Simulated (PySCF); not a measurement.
**Computed structure and properties of TlF3**

System: TlF3 (singlet); start: template (C2v). Method: PySCF 2.14.0, RKS TPSS, Tl def2-SVP with ECP60, F def2-SVP; non-relativistic Hamiltonian with scalar-relativistic core potentials where named; density fitting; no spin-orbit coupling.

Input of the relaxation:

```python
mol = gto.M(atom='''
Tl    -0.13783     0.00000     0.00000
F     -0.13783     0.00000     1.90060
F     -0.13783    -0.00000    -1.90060
F      1.76277     0.00000     0.00000''',
    basis={'Tl': 'def2-SVP', 'F': 'def2-SVP'},
    ecp={'Tl': 'def2-SVP'},
    charge=0, spin=0)
mf = dft.RKS(mol, xc='TPSS')
mf.grids.atom_grid = (50, 194)
mf = mf.density_fit()  # fitting sets: Tl def2-universal-JKFIT, F def2-universal-JKFIT
mf.conv_tol = 1e-08; mf.max_cycle = 55
mf.kernel(dm0)  # dm0: converged density of the start geometry
# quasi-Newton relaxation in Cartesian coordinates to a largest gradient under 0.00045 Eh/bohr, steps kept in the point group
```

Run from Python with OMP_NUM_THREADS=2; the lines above give its settings. Where DIIS fails, smearing, a level shift and second-order steps follow.
It took 15 s on 2 threads of Arm Neoverse V1, on a shared host, from the converged density of the start.

Course of the relaxation:

| step | energy above end (eV) | largest force component within the symmetry (eV/Å) |
| --- | --- | --- |
| 0 | 1.2704 | 4.820 |
| 1 | 0.5060 | 1.337 |
| 2 | 0.3063 | 0.999 |
| 3 | 0.1577 | 0.736 |
| 4 | 0.0626 | 0.746 |
| 5 | 0.0073 | 0.344 |
| 6 | 0.0005 | 0.181 |
| 7 | -0.0003 | 0.012 |
| 8 | 0.0000 | 0.004 |

Relaxed geometry (C2v):

```xyz
4

Tl    0.2376    0.0000    0.0000
F    -0.5865    0.0000    1.8581
F    -0.5865    0.0000   -1.8581
F     2.2847    0.0000    0.0000
```

```tsv
contact	Å
Tl1–F2 (F)	2.033
Tl1–F3 (F)	2.033
Tl1–F4 (F)	2.047
```

On the finer grid (75, 302):

```yaml
HOMO: -8.61 eV
LUMO: -5.38 eV
Dipole_about_the_centre_of_mass: 0.92 D
Set_of_Mulliken_populations_of_Tl1_outside_the_core_potential: s 3.04, p 6.76, d 10.19
D3_BJ_dispersion_energy_not_in_the_energies: -0.052 eV
```

| atom | Mulliken (e) | Löwdin (e) | spin (e) |
| --- | --- | --- | --- |
| Tl1 | 1.01 | 0.69 | 0.00 |
| F2 | -0.33 | -0.22 | 0.00 |
| F3 | -0.33 | -0.22 | 0.00 |
| F4 | -0.35 | -0.24 | 0.00 |

No frequency check is given here. The steps kept the symmetry C2v of the start, so a lower state may lie off it.

Taking off one F (charge -1, singlet; the rest: singlet) in vacuum, both parts rigid, costs 12.41 eV; the small basis without counterpoise inflates it. Most of it is the attraction of opposite charges; other ways to part are cheaper, and one spin state was tried for the rest.

Rigid scan of F along the line from its metal, all other atoms held (where the atom bridges, its other bond changes as well):

distance to F2 (Å), energy (eV) and a bar:
```
     1.73      1.484 ##############
     1.83      0.551 #####
     1.93      0.117 #
     2.03      0.000 
     2.13      0.085 #
     2.23      0.286 ###
     2.43      0.844 ########
     2.73      1.710 ################
     3.13      2.601 ########################
     3.63      3.287 ##############################
```

One start shape was tried, so this needn't be the lowest isomer.
